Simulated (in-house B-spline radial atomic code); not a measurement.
Computed with a B-spline radial atomic code. Model: two electrons, singlet ground state, non-relativistic, full CI in B-splines with partial waves to l = 8 (at full coupling up to 3e-4 hartree above the limit, correlation up to 0.6 % small), density held at that of full coupling by Lieb maximisation.

W(λ) is the mean repulsion in the state of coupling λ less the Hartree energy of the fixed density. Its start is exact exchange, its initial slope is twice the second-order Görling-Levy correlation energy, and its area from 0 to 1 is E_xc. A straight curve means weak, dynamic correlation, and a curve that drops fast and flattens means strong correlation.

Command:
```bash
python run_ac.py task.json out
```
Settings (lengths in bohr, energies in hartree):
```
potential              harmonic
strength               0.0567
lmax                   8
```

Run time, properties included: 36 s on 1 thread of Intel(R) Xeon(R) Processor @ 2.30GHz, on a shared host.

**W = mean repulsion less Hartree energy, and W of three functionals.**

Given: confinement harmonic well; well frequency 0.0567 hartree; external potential omega^2 r^2/2.

Computed: LDA exchange minus exact 21.305 millihartree; PBE exchange minus exact 6.179 millihartree.

```json
{"coupling": "0", "W xc (hartree)": "-0.15227", "W xc minus exchange (millihartree)": "0", "kinetic minus Kohn-Sham (millihartree)": "0", "LDA (PW92) W minus its exchange (millihartree)": "0", "PBE W minus its exchange (millihartree)": "0", "SCAN W minus its exchange (millihartree)": "0"}
{"coupling": "0.02", "W xc (hartree)": "-0.15434", "W xc minus exchange (millihartree)": "-2.067", "kinetic minus Kohn-Sham (millihartree)": "0.02", "LDA (PW92) W minus its exchange (millihartree)": "-7.65", "PBE W minus its exchange (millihartree)": "-3.39", "SCAN W minus its exchange (millihartree)": "-1.83"}
{"coupling": "0.05", "W xc (hartree)": "-0.15721", "W xc minus exchange (millihartree)": "-4.932", "kinetic minus Kohn-Sham (millihartree)": "0.12", "LDA (PW92) W minus its exchange (millihartree)": "-14.31", "PBE W minus its exchange (millihartree)": "-7.41", "SCAN W minus its exchange (millihartree)": "-4.33"}
{"coupling": "0.12", "W xc (hartree)": "-0.16294", "W xc minus exchange (millihartree)": "-10.665", "kinetic minus Kohn-Sham (millihartree)": "0.6", "LDA (PW92) W minus its exchange (millihartree)": "-24.54", "PBE W minus its exchange (millihartree)": "-14.58", "SCAN W minus its exchange (millihartree)": "-9.37"}
{"coupling": "0.25", "W xc (hartree)": "-0.17092", "W xc minus exchange (millihartree)": "-18.643", "kinetic minus Kohn-Sham (millihartree)": "2.04", "LDA (PW92) W minus its exchange (millihartree)": "-36.44", "PBE W minus its exchange (millihartree)": "-23.91", "SCAN W minus its exchange (millihartree)": "-16.68"}
{"coupling": "0.4", "W xc (hartree)": "-0.17729", "W xc minus exchange (millihartree)": "-25.015", "kinetic minus Kohn-Sham (millihartree)": "4.09", "LDA (PW92) W minus its exchange (millihartree)": "-45.4", "PBE W minus its exchange (millihartree)": "-31.41", "SCAN W minus its exchange (millihartree)": "-22.96"}
{"coupling": "0.6", "W xc (hartree)": "-0.18304", "W xc minus exchange (millihartree)": "-30.766", "kinetic minus Kohn-Sham (millihartree)": "6.92", "LDA (PW92) W minus its exchange (millihartree)": "-53.58", "PBE W minus its exchange (millihartree)": "-38.54", "SCAN W minus its exchange (millihartree)": "-29.09"}
{"coupling": "0.8", "W xc (hartree)": "?", "W xc minus exchange (millihartree)": "?", "kinetic minus Kohn-Sham (millihartree)": "?", "LDA (PW92) W minus its exchange (millihartree)": "?", "PBE W minus its exchange (millihartree)": "?", "SCAN W minus its exchange (millihartree)": "?"}
{"coupling": "1", "W xc (hartree)": "-0.18989", "W xc minus exchange (millihartree)": "-37.616", "kinetic minus Kohn-Sham (millihartree)": "12.26", "LDA (PW92) W minus its exchange (millihartree)": "-63.92", "PBE W minus its exchange (millihartree)": "-47.81", "SCAN W minus its exchange (millihartree)": "-37"}
{"coupling": "1.4", "W xc (hartree)": "-0.1939", "W xc minus exchange (millihartree)": "-41.626", "kinetic minus Kohn-Sham (millihartree)": "17.01", "LDA (PW92) W minus its exchange (millihartree)": "-70.47", "PBE W minus its exchange (millihartree)": "-53.8", "SCAN W minus its exchange (millihartree)": "-41.85"}
{"coupling": "2", "W xc (hartree)": "-0.19765", "W xc minus exchange (millihartree)": "-45.378", "kinetic minus Kohn-Sham (millihartree)": "23.3", "LDA (PW92) W minus its exchange (millihartree)": "-77.02", "PBE W minus its exchange (millihartree)": "-59.86", "SCAN W minus its exchange (millihartree)": "-46.32"}
{"coupling": "3", "W xc (hartree)": "-0.20133", "W xc minus exchange (millihartree)": "-49.052", "kinetic minus Kohn-Sham (millihartree)": "32.31", "LDA (PW92) W minus its exchange (millihartree)": "-83.86", "PBE W minus its exchange (millihartree)": "-66.25", "SCAN W minus its exchange (millihartree)": "-50.4"}
{"coupling": "4.5", "W xc (hartree)": "-0.20445", "W xc minus exchange (millihartree)": "-52.172", "kinetic minus Kohn-Sham (millihartree)": "43.79", "LDA (PW92) W minus its exchange (millihartree)": "-90", "PBE W minus its exchange (millihartree)": "-72.03", "SCAN W minus its exchange (millihartree)": "-53.41"}
{"coupling": "7", "W xc (hartree)": "?", "W xc minus exchange (millihartree)": "?", "kinetic minus Kohn-Sham (millihartree)": "?", "LDA (PW92) W minus its exchange (millihartree)": "?", "PBE W minus its exchange (millihartree)": "?", "SCAN W minus its exchange (millihartree)": "?"}
{"coupling": "10", "W xc (hartree)": "-0.20923", "W xc minus exchange (millihartree)": "-56.96", "kinetic minus Kohn-Sham (millihartree)": "76.03", "LDA (PW92) W minus its exchange (millihartree)": "-100", "PBE W minus its exchange (millihartree)": "-81.52", "SCAN W minus its exchange (millihartree)": "-56.9"}
```

Q: What belongs in the row 0.8?

A: W xc (hartree): -0.18699; W xc minus exchange (millihartree): -34.718; kinetic minus Kohn-Sham (millihartree): 9.67; LDA (PW92) W minus its exchange (millihartree): -59.43; PBE W minus its exchange (millihartree): -43.76; SCAN W minus its exchange (millihartree): -33.58.

Q: What belongs in the row 7?

A: W xc (hartree): -0.2073; W xc minus exchange (millihartree): -55.025; kinetic minus Kohn-Sham (millihartree): 59.82; LDA (PW92) W minus its exchange (millihartree): -95.87; PBE W minus its exchange (millihartree): -77.6; SCAN W minus its exchange (millihartree): -55.66.

Q: What is the SCAN exchange minus exact?

A: -0.36451 millihartree.

**Energy parts, natural occupations and partial-wave weights.**

Computed: total energy 0.3130 hartree; correlation energy -0.025355 hartree; kinetic part of the DFT correlation energy 0.012261 hartree; initial slope twice GL2 -0.10649 hartree; Hartree energy 0.30455 hartree; Kohn-Sham kinetic 0.058233 hartree; Lieb Oxford ratio E_xc over LDA exchange 1.3563.

```
natural  occupation of the shell (electrons)
      s                               1.7411
      p                                    ?
      s                              0.01105
      d                           0.00025955
      p                           0.00015468
      f                           5.0357e-05
```

Q: What belongs in the row p?

A: occupation of the shell (electrons): 0.24728.

```json
{"wave": "s", "weight": "0.87611"}
{"wave": "p", "weight": "0.12372"}
{"wave": "d", "weight": "?"}
{"wave": "f", "weight": "2.7843e-05"}
{"wave": "g", "weight": "6.8054e-06"}
```

Q: What belongs in the row d?

A: weight: 0.00013612.

Q: What is the exchange energy?

A: -0.15227 hartree.

Q: What is the kinetic part over minus potential part?

A: 0.32595.

Half-way to full coupling W has made 74 % of its drop, against 50 % for a straight line, and second-order (GL2) theory, half the initial slope, overshoots the correlation energy by about 110 %: correlation is strong. Over couplings 0 to 1 the errors in E_xc come to about +1.1 millihartree for LDA, -0.6 millihartree for PBE, +1.1 millihartree for SCAN, so PBE is nearest. In LDA and PBE and SCAN the errors of exchange and correlation have opposite signs, so the sum is smaller than the larger of the two.
